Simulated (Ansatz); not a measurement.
Computed with frozen-core CCSD(T)/def2-TZVPP // BP86-D3(BJ)/def2-SVP run with Ansatz (a program for electronic structure).

Ansatz 0.2 input:
```yaml
crystal:
  periodic: [false, false, false]
  atoms:
    - { symbol: Ti, position_ang: [0.133111, -0.088383, -0.118923] }
    - { symbol: F, position_ang: [0.669924, 0.883155, -1.489485] }
    - { symbol: F, position_ang: [-0.066856, 0.955088, 1.288497] }
    - { symbol: O, position_ang: [1.367196, -1.309828, 0.241493] }
    - { symbol: H, position_ang: [1.590238, -2.252803, 0.302807] }
    - { symbol: O, position_ang: [-1.414147, -0.848147, -0.510509] }
    - { symbol: H, position_ang: [-2.020152, -1.592597, -0.651409] }
basis:
  gaussian: { orbitals: def2-TZVPP }
correlation:
  method: ccsd_t
```

Output:

```
Functional definition: HF
1440 factors; integrals over basis functions are off by at most 5.8e-4 eV
mean field evaluation 1: about -32605.4908 eV, gradient 7.7e1 eV
mean field evaluation 2: about -32605.6191 eV, gradient 7.7e1 eV
mean field evaluation 4: about -32614.9898 eV, gradient 6.8e0 eV
mean field evaluation 8: about -32615.1166 eV, gradient 3.9e-1 eV
mean field evaluation 16: about -32615.1172 eV, gradient 1.3e-6 eV
mean field -32615.11717399 eV, -1198.5834488235 hartree, gradient 1.3e-6 eV, S^2 0.000000; 0 other end points of the search recorded, 0 dependent functions left out
9 core orbitals not correlated
reference -32615.11717399 eV, -1198.5834488235 hartree; 20, 20 occupied and 187, 187 virtual orbitals, 1440 factors
second order -38.58438961 eV of doubles, -0.00000000 eV of singles
cycle   1  -36.82920015 eV  change     1.8e0 eV  update   2.5e-1
cycle   2  -38.12145939 eV  change    -1.3e0 eV  update   1.5e-1
cycle   3  -38.41377006 eV  change   -2.9e-1 eV  update   5.1e-2
cycle   4  -38.41999680 eV  change   -6.2e-3 eV  update   1.9e-2
cycle   5  -38.39248212 eV  change    2.8e-2 eV  update   5.2e-3
cycle   6  -38.39108986 eV  change    1.4e-3 eV  update   2.2e-3
cycle   7  -38.39246909 eV  change   -1.4e-3 eV  update   1.2e-3
cycle   8  -38.39218135 eV  change    2.9e-4 eV  update   4.6e-4
cycle   9  -38.39215983 eV  change    2.2e-5 eV  update   2.1e-4
cycle  10  -38.39248834 eV  change   -3.3e-4 eV  update   8.7e-5
cycle  11  -38.39235307 eV  change    1.4e-4 eV  update   4.0e-5
cycle  12  -38.39229880 eV  change    5.4e-5 eV  update   1.7e-5
cycle  13  -38.39233121 eV  change   -3.2e-5 eV  update   6.4e-6
perturbative correction -1.71772426 eV, -0.0631252021 hartree
Total energy: -32655.22722945 eV, -1200.0574661743 hartree
```

Cost: about 2.6 core-minutes (a rough figure).
